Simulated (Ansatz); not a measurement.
```yaml
crystal:
  periodic: [false, false, false]
  atoms:
    - {symbol: Cu, position_ang: [1.240265, 0.382571, -0.311865]}
    - {symbol: Cu, position_ang: [-0.998399, 0.554190, 0.693655]}
    - {symbol: I, position_ang: [1.167292, -1.817379, -1.406592]}
    - {symbol: I, position_ang: [-2.040540, -1.572179, 0.033937]}
    - {symbol: I, position_ang: [0.631383, 2.452798, 0.990875]}
basis:
  gaussian: {orbitals: STO-3G}
magnetization: {spin_polarized: false, initial_magnetization: 1}
hamiltonian: {xc: {name: wB97X-V}}
scf: {omitted_lower_state_checks: [starts]}
output: {forces: true}
```

```sh
$ ansatz run in.yaml --threads 4 --pin off --events-out ev --progress --plain --max-ram 4787MiB
```

It prints (some lines left out):

```
Functional definition: wB97X-V
1168 factors; integrals over basis functions are off by at most 5.4e-4 eV
253 factors; integrals over basis functions are off by at most 5.1e-6 eV
mean field evaluation 1: about -646913.0534 eV, gradient 2.1e2 eV
mean field evaluation 2: about -646912.9350 eV, gradient 2.1e2 eV
mean field evaluation 4: about -646941.9767 eV, gradient 2.5e2 eV
mean field evaluation 8: about -647077.4105 eV, gradient 1.4e2 eV
mean field evaluation 16: about -647646.9499 eV, gradient 4.5e0 eV
mean field evaluation 32: about -647649.8785 eV, gradient 6.4e-5 eV
mean field -647649.87850396 eV, -23800.6940421658 hartree, gradient 3.6e-7 eV, S^2 0.750000; 0 other end points of the search recorded, 0 dependent functions left out
reference -647649.87850261 eV, -23800.6940421161 hartree; 109, 108 occupied and 8, 9 virtual orbitals, 1168 factors
Total energy: -647649.87850261 eV, -23800.6940421161 hartree
Atom 0 at     1.240265     0.382571    -0.311865 Å, force    -2.219695    -1.389871     0.200405 eV/Å
Atom 1 at    -0.998399     0.554190     0.693655 Å, force     1.658745    -1.388616    -1.391456 eV/Å
Atom 2 at     1.167292    -1.817379    -1.406592 Å, force     1.531372     1.163474    -0.033357 eV/Å
Atom 3 at    -2.040540    -1.572179     0.033937 Å, force    -0.622568     1.732038     1.141095 eV/Å
Atom 4 at     0.631383     2.452798     0.990875 Å, force    -0.347855    -0.117026     0.083312 eV/Å
Dipole moment:    -0.283848     0.533667     0.387509 e Å
Checks for a lower state left out: starts
```

It took 39 s on 4 threads of Intel Xeon 6975P-C on a shared host, peak host memory 1.4 GiB.

With spin_polarized false and unpaired electrons the run is restricted open-shell.
